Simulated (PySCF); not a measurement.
Isotope clusters of molecular radical cations, worked from isotope masses and abundances (centroid m/z, relative intensity):

1. 90.0229 (100.0), 91.0263 (3.4)
2. 79.9844 (100.0), 80.9846 (6.2), 81.9814 (35.4), 82.9818 (2.0), 83.9784 (1.1)
3. 88.0074 (100.0), 89.0108 (4.4), 90.0045 (32.0), 91.0079 (1.4)
4. 124.1247 (100.0), 125.1281 (9.9), 126.1315 (0.4)
5. 156.0811 (100.0), 157.0839 (8.5), 158.0867 (0.3)

Lines and terms under 0.3 % are left out. Candidates, as SMILES:
A. `C[C@H]1C=C1Cl`
B. `C[SiH2]Cl`
C. `O=[PH]1CCC1`
D. `CCC#CCC(C)(C)C`
E. `Cc1n[nH]c(C(C)(C)C)p1`

Problem. Match clusters and compounds, and give each formula.

Solution. 
1 = C, C3H7OP, monoisotopic mass of the neutral 90.0235 u; relative to that species, one 13C gives 3.2 % at +1.
2 = B, CH5ClSi, monoisotopic mass of the neutral 79.9849 u; relative to that species, one 29Si gives 5.1 % at +1, one 13C gives 1.1 % at +1, one 37Cl gives 32.0 % at +2 and one 30Si gives 3.3 % at +2.
3 = A, C4H5Cl, monoisotopic mass of the neutral 88.0080 u; relative to that species, one 13C gives 4.3 % at +1 and one 37Cl gives 32.0 % at +2.
4 = D, C9H16, monoisotopic mass of the neutral 124.1252 u; relative to that species, one 13C gives 9.7 % at +1.
5 = E, C7H13N2P, monoisotopic mass of the neutral 156.0816 u; relative to that species, one 13C gives 7.6 % at +1 and one 15N gives 0.7 % at +1.

Problem. What is the mean mass of the whole cluster 5, and how does it compare with the molar mass?

Solution. 156.165 u over all lines, faint ones too (the ion lacks one electron, 0.0005 u); standard atomic weights give 156.169 g/mol for C7H13N2P.

Problem. Give the exact less the nominal mass of each, in mDa.

Solution. C4H5Cl +8.0, CH5ClSi -15.1, C3H7OP +23.5, C9H16 +125.2, C7H13N2P +81.6 (neutral, monoisotopic).

Abundances used (%; other tables differ somewhat): 16O 99.757, 17O 0.038, 18O 0.205; 12C 98.93, 13C 1.07; 1H 99.9885, 2H 0.0115; 28Si 92.2297, 29Si 4.6832, 30Si 3.0872; 35Cl 75.78, 37Cl 24.22; 14N 99.632, 15N 0.368.

A cluster can't tell isomers apart.

Masses and patterns are calculated from tabulated isotope masses and abundances.
